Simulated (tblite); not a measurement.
Compound: C₅H₇BClN.
Atom-mapped SMILES: `[N:1]#[C:2][C@@H:3]1[CH2:4][CH2:5][B:6]([Cl:7])[CH2:8]1` (hydrogens: H9 on C3; H10, H11 on C4; H12, H13 on C5; H14, H15 on C8)

Computed with GFN2-xTB (tblite), gas phase: L-BFGS steps from a force-field or distance-geometry start until the largest atomic force falls under 0.01 eV/Å.

Step 30: E = -625.1669 eV
```
atom  x, y, z in Å  |  force x, y, z in eV/Å
N1     -1.4575   -2.9686    0.7127    0.045   0.046   0.044
C2     -0.8362   -2.0082    0.6870   -0.006   0.032  -0.097
C3     -0.0718   -0.7912    0.5891   -0.099   0.029   0.024
C4     -0.9699    0.4594    0.4734   -0.034  -0.129   0.045
C5     -0.0407    1.5679   -0.0587   -0.066  -0.013   0.110
B6      1.1364    0.7987   -0.7956    0.002   0.023  -0.087
Cl7     2.4622    1.5106   -1.5744   -0.043  -0.035   0.012
C8      0.8196   -0.7487   -0.6713   -0.021  -0.048  -0.043
H9      0.5515   -0.6840    1.4873   -0.002  -0.127  -0.096
H10    -1.4095    0.7004    1.4442   -0.021   0.051  -0.134
H11    -1.7816    0.2502   -0.2298    0.086   0.078   0.032
H12     0.3193    2.1546    0.7890    0.069   0.077  -0.074
H13    -0.5735    2.2644   -0.7084   -0.022   0.008   0.089
H14     1.6353   -1.4675   -0.6222    0.069   0.058   0.032
H15     0.2122   -1.0299   -1.5444    0.041  -0.051   0.145
```

Step 31: E = -625.1708 eV
```
atom  x, y, z in Å  |  force x, y, z in eV/Å
N1     -1.4588   -2.9665    0.7083   -0.032  -0.058   0.046
C2     -0.8386   -2.0063    0.6840    0.066   0.094  -0.103
C3     -0.0710   -0.7922    0.5886   -0.114   0.051   0.037
C4     -0.9688    0.4577    0.4749   -0.030  -0.074   0.035
C5     -0.0417    1.5672   -0.0574   -0.035   0.002   0.091
B6      1.1341    0.8009   -0.7972   -0.007  -0.026  -0.077
Cl7     2.4578    1.5096   -1.5781   -0.013  -0.009  -0.007
C8      0.8216   -0.7474   -0.6703   -0.037  -0.067  -0.020
H9      0.5509   -0.6899    1.4871    0.016  -0.112  -0.066
H10    -1.4090    0.7030    1.4438   -0.026   0.028  -0.115
H11    -1.7789    0.2511   -0.2300    0.070   0.065   0.032
H12     0.3217    2.1571    0.7859    0.067   0.068  -0.039
H13    -0.5753    2.2639   -0.7046   -0.048   0.024   0.060
H14     1.6378   -1.4647   -0.6174    0.087   0.058   0.024
H15     0.2140   -1.0353   -1.5397    0.036  -0.045   0.102
```

Step 32: E = -625.1801 eV
```
atom  x, y, z in Å  |  force x, y, z in eV/Å
N1     -1.4796   -2.9528    0.6662   -0.084  -0.114   0.048
C2     -0.8510   -1.9984    0.6653    0.107   0.052  -0.092
C3     -0.0677   -0.7945    0.5952   -0.100   0.049   0.040
C4     -0.9622    0.4539    0.4847    0.003   0.097   0.000
C5     -0.0461    1.5675   -0.0536    0.073   0.043   0.001
B6      1.1243    0.8069   -0.8067   -0.022  -0.134  -0.047
Cl7     2.4311    1.5106   -1.6149    0.015   0.025  -0.026
C8      0.8325   -0.7457   -0.6580   -0.052  -0.085   0.035
H9      0.5479   -0.7168    1.4979    0.034  -0.057  -0.013
H10    -1.3994    0.7131    1.4483   -0.079  -0.028  -0.036
H11    -1.7675    0.2487   -0.2243    0.010   0.044   0.043
H12     0.3326    2.1689    0.7745    0.041   0.015   0.031
H13    -0.5882    2.2631   -0.6926   -0.085   0.034   0.011
H14     1.6575   -1.4513   -0.5863    0.107   0.077   0.003
H15     0.2315   -1.0651   -1.5178    0.032  -0.018   0.002
```

Step 33: E = -625.1840 eV
```
atom  x, y, z in Å  |  force x, y, z in eV/Å
N1     -1.4982   -2.9438    0.6325   -0.049  -0.062   0.043
C2     -0.8608   -1.9950    0.6494    0.077  -0.005  -0.066
C3     -0.0674   -0.7961    0.6021   -0.055   0.010   0.021
C4     -0.9572    0.4540    0.4926    0.030   0.147  -0.007
C5     -0.0473    1.5693   -0.0517    0.109   0.052  -0.055
B6      1.1188    0.8085   -0.8131   -0.003  -0.134  -0.047
Cl7     2.4104    1.5151   -1.6486   -0.029  -0.006   0.005
C8      0.8406   -0.7465   -0.6464   -0.034  -0.065   0.049
H9      0.5444   -0.7380    1.5088    0.012  -0.024  -0.014
H10    -1.3907    0.7195    1.4545   -0.112  -0.042   0.006
H11    -1.7610    0.2477   -0.2169   -0.021   0.046   0.049
H12     0.3396    2.1787    0.7674    0.023  -0.024   0.043
H13    -0.5983    2.2616   -0.6876   -0.069   0.021   0.010
H14     1.6745   -1.4413   -0.5614    0.088   0.094  -0.005
H15     0.2482   -1.0856   -1.5036    0.035  -0.008  -0.031
```

**Question.** Estimate the geometry and energy of step 34. (The exact step hangs on the optimiser's Hessian estimate; all steps are aligned on step 33, rigid shifts and turns removed.)

**Answer.** E = -625.1872 eV, largest force 0.134 eV/Å
```
atom  x, y, z in Å  |  force x, y, z in eV/Å
N1     -1.5144   -2.9361    0.6043   -0.003  -0.008   0.034
C2     -0.8683   -1.9930    0.6346    0.023  -0.044  -0.027
C3     -0.0683   -0.7974    0.6085    0.004  -0.023  -0.015
C4     -0.9526    0.4566    0.4992    0.043   0.127  -0.007
C5     -0.0464    1.5719   -0.0511    0.095   0.035  -0.085
B6      1.1144    0.8076   -0.8194   -0.001  -0.091  -0.037
Cl7     2.3917    1.5187   -1.6773   -0.058  -0.039   0.027
C8      0.8470   -0.7484   -0.6359   -0.006  -0.023   0.046
H9      0.5416   -0.7568    1.5178   -0.018   0.006  -0.015
H10    -1.3851    0.7241    1.4599   -0.123  -0.036   0.037
H11    -1.7558    0.2480   -0.2095   -0.040   0.055   0.047
H12     0.3461    2.1865    0.7620    0.016  -0.049   0.038
H13    -0.6082    2.2604   -0.6833   -0.029   0.008   0.015
H14     1.6906   -1.4308   -0.5399    0.060   0.092  -0.006
H15     0.2633   -1.1032   -1.4918    0.036  -0.010  -0.053
```

The energy changes by -0.0031 eV. The first-order estimate −F·Δx gives -0.0044 eV and the mean of the old and new forces, exact on a quadratic surface, -0.0031 eV. The step makes an angle of 81° with the force vector and moves no atom by more than 0.034 Å.

What follows is the cost of the whole relaxation. The run took 0.52 s wall on one thread, Arm Neoverse V1 (aarch64), no GPU (shared host).
